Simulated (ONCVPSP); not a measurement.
## Ti: excitation energies, all-electron against ONCV

```json
{"Element": "titanium (Ti)", "Generator": "ONCVPSP 4.0.1", "Type": "optimised norm-conserving Vanderbilt (ONCV)", "Functional": "PW91", "Relativity": "scalar-relativistic", "Frozen core": "[Ne]", "Valence charge": "12", "Reference configuration": "3s2 3p6 3d2 4s1.5 4p0.5", "Partial waves": "3s+4s: rc 1.45 bohr, ncon 3, nbas 6, qcut 6.8 1/bohr, 2 projectors; 3p+4p: rc 2.05 bohr, ncon 4, nbas 7, qcut 7.2 1/bohr, 2 projectors; 3d: rc 2.30 bohr, ncon 5, nbas 10, qcut 6.5 1/bohr, 2 projectors, debl 1.4 Ha", "Local potential": "polynomial inside 0.95 bohr (lpopt 5, dvloc0 0 Ha)", "Core correction": "Teter function, fcfact 5.25, rcfact 1.2"}
```

Energies are relative to the spin-unpolarised reference configuration 3s2 3p6 3d2 4s1.5 4p0.5; without spin polarisation the order of configurations can differ from experiment.

(1) Give the all-electron excitation energy and the error of the potential for: 3s2 3p6 3d2 4s2 4p0; 3s2 3p6 3d2 4s1 4p0; 3s2 3p6 3d2 4s0 4p0; 3s2 3p6 3d2.5 4s1.5 4p0.

Levels in the configuration 3s2 3p6 3d2.5 4s1.5 4p0:

```csv
level,all-electron (eV),pseudo (eV)
3s,-60.739,-60.786
3p,-37.090,-37.120
3d,-2.941,-2.980
4s,-4.081,-4.067
```

Results:

(1)

```csv
valence configuration,charge,ΔE all-electron (eV),error AE − PS (meV)
3s2 3p6 3d2 4s2 4p0,0,-1.524,+0.1
3s2 3p6 3d2 4s1 4p0,+1,5.869,+0.1
3s2 3p6 3d2 4s0 4p0,+2,19.461,-1.2
3s2 3p6 3d2.5 4s1.5 4p0,0,-1.180,+14
```
